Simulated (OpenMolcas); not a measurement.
Ir4+ with 6 ligands (fluoride) in octahedral coordination (Oh). A charge of +0.333 e stands 3.2 Å behind each ligand. Ligand basis ANO-RCC-VDZP.

| Property | Result |
| --- | --- |
| Program | OpenMolcas 26.06 |
| Method | CASSCF |
| Basis | ANO-RCC-VTZP [8s7p5d3f1g] |
| Scalar Hamiltonian | DKH2, point nucleus |
| Active space | 5 electrons in 5 orbitals (5d) |
| State averaging | 2S+1 = 6 even, 1 root; 2S+1 = 4 even, 24 roots; 2S+1 = 2 even, 75 roots |
| Spin-orbit coupling | state interaction with AMFI integrals over the reference wave functions |

All ligands move together. At R = 1.94 Å |10Dq| is 31719 cm-1, and at R = 2.04 Å it is 25586 cm-1.

**Question.** A third run gives 33972 cm-1. What distance was it run at?

**Answer.** With a power law R^-n the two known points give n = -ln(25586 / 31719) / ln(2.04 / 1.94) = 4.28. Then R = 1.94 × (31719 / 33972)^(1/4.28) = 1.909 Å. The run was at 1.91 Å, so the estimate is off by -0.001 Å.

An orbital triplet at a regular site is open to Jahn-Teller coupling, which can distort the site and quench the lowest spin-orbit gaps and is left out. Without dynamic correlation the repulsion within the d shell is too large (B by tens of per cent), so at a given field states of lower spin stand too high. With metal d orbitals alone the field can be off either way by tens of per cent. Ligand-to-metal charge-transfer states are missing. With no ligand orbital active B as a rule stays too high, so bands that hang on it stand too high and its fall with covalency is understated. The least metal-like active orbital is 73 % on the metal (Löwdin) and no ligand orbital is active, so the numbers are rough (holds for R = 1.91; R = 1.94). This shell can be high or low spin here, a state of another spin lies low, and with metal d orbitals alone active their balance is uncertain, so the ground spin may be wrong, although the usual error favours high spin (holds for R = 2.04). The least metal-like active orbital is 74 % on the metal (Löwdin) and no ligand orbital is active, so the numbers are rough (holds for R = 2.04). No measured value stands beside these numbers; the geometry is a model, was not optimised and need not be the one that this ion takes.
